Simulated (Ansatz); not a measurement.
(RbH)n off: PBE0-D4/def2-SVP single points in Ansatz on relaxed structures, gas phase. Each cluster is the lowest isomer that a short search found in that spin, judged at the geometry's level, and lower ones may exist. Core potentials for Rb, no spin–orbit coupling. HOMO and LUMO are taken over both spins. Binding counts from free atoms in the multiplicity of their measured ground term, without zero-point energy. The structures are stationary points that may keep the symmetry of their start.

```json
{"species": "Rb2H", "atoms": "3", "state": "doublet", "geometry": "B3LYP-D4/def2-TZVP", "HOMO (eV)": "-2.32", "LUMO (eV)": "-1.25", "gap (eV)": "1.07", "binding per atom (eV)": "0.75", "point group (within 0.1 Å)": "–"}
{"species": "Rb2H3", "atoms": "5", "state": "doublet", "geometry": "r2SCAN-D4/def2-TZVP", "HOMO (eV)": "-2.35", "LUMO (eV)": "-1.23", "gap (eV)": "1.13", "binding per atom (eV)": "1.35", "point group (within 0.1 Å)": "–"}
{"species": "Rb5H4", "atoms": "9", "state": "doublet", "geometry": "B3LYP-D4/def2-SVP", "HOMO (eV)": "-2.25", "LUMO (eV)": "-0.80", "gap (eV)": "1.46", "binding per atom (eV)": "1.29", "point group (within 0.1 Å)": "–"}
```

The gap (eV) runs from 1.07 (Rb2H) to 1.46 (Rb5H4). The binding per atom (eV) runs from 0.75 (Rb2H) to 1.35 (Rb2H3).
